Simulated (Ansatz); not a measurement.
Reaction (redistribution): `[OH][SnH]([F])[F]` + `O=C=[N][SnH2][Cl]` → `O=C=[N][SnH]([F])[F]` + `[OH][SnH2][Cl]`

Gas-phase electronic energies from Ansatz, PBE0-D4/def2-TZVP geometries. CCSD(T)/CBS adds triple-zeta CCSD(T) − MP2 to the extrapolated MP2 energy (def2 sets, frozen cores). Functionals use def2-TZVPP. Elements past krypton have def2 core potentials. For Sn outer-core shells are correlated without core-valence functions, which leaves a few kJ/mol of doubt a bond. Each species was taken in one conformer, which may not be the lowest.

```
     level  ΔE (kcal/mol)
r2SCAN0-D4            2.1
   ωB97M-V            2.1
  PBE-QIDH            2.3
 CAM-B3LYP            2.1
```

Q: What does CCSD(T)/CBS give? (Best estimate.)

A: Ansatz gave: +2.2 kcal/mol. The listed levels differ from it by -0.1, -0.1, 0.1, -0.1 kcal/mol.

Largest T1 diagnostic among the species: 0.016.

Leaving LDA and LC-ωPBE aside and taking each functional with its dispersion term where it has one, the values, not all of them listed here, spread over 0.6 kcal/mol, from B97M-V to PBE-QIDH.
